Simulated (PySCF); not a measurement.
Gas-phase reaction: 2 GeHF3 ⇌ GeH2F2 + GeF4

Computed with PySCF and rigid-rotor harmonic-oscillator thermochemistry at 1 bar. † marks an energy on the PBE0/def2-TZVP geometry and frequencies; other levels use their own. MP2 and CCSD(T) freeze the core. All species are closed-shell singlets. B3LYP is the form with VWN-RPA correlation. Ge: all electrons, no relativistic terms. GeHF3, GeH2F2: computed as isolated molecules; such fragments, hydroxides, amides, oligomers or adducts are transient or little studied in the gas. MP2 isn't extrapolated to the basis-set limit; its ΔH°(298 K) is 22.1 kJ in def2-SVP and 22.6 kJ in def2-TZVPP. CCSD(T) isn't extrapolated to the basis-set limit; its ΔH°(298 K) is 21.6 kJ in def2-SVP and 21.6 kJ in def2-TZVPP. The harmonic model lacks anharmonicity and excited electronic states, which grow with temperature; levels with a mode under 35 cm⁻¹ are left out.

| level | ΔE electronic, kJ | ΔH°(298 K), kJ | ΔS°(298 K), J/K | ΔG°(2000 K), kJ |
|---|---|---|---|---|
| B3LYP/def2-TZVP† | 26 | 26 | -9 | 45 |
| BLYP/def2-TZVP† | 27 | 27 | -9 | 46 |
| CCSD(T)/def2-SVP† | 22 | 22 | -9 | 40 |
| CCSD(T)/def2-TZVPP† | 22 | 22 | -9 | 40 |
| M06-2X/def2-TZVP† | 24 | 24 | -9 | 43 |
| MP2/def2-SVP† | 22 | 22 | -9 | 40 |
| PBE0/def2-SVP† | 26 | 26 | -9 | 44 |
| PBE0/def2-TZVP | 24 | 24 | -9 | 43 |
| r2SCAN/def2-TZVP† | 24 | 24 | -9 | 43 |
| LDA/def2-TZVP† | 28 | 28 | -9 | 47 |
| ωB97M-V/def2-TZVP† | 25 | 25 | -9 | 43 |
ΔH° is lowest at CCSD(T)/def2-SVP† and highest at LDA/def2-TZVP†. No reference value is set beside these.
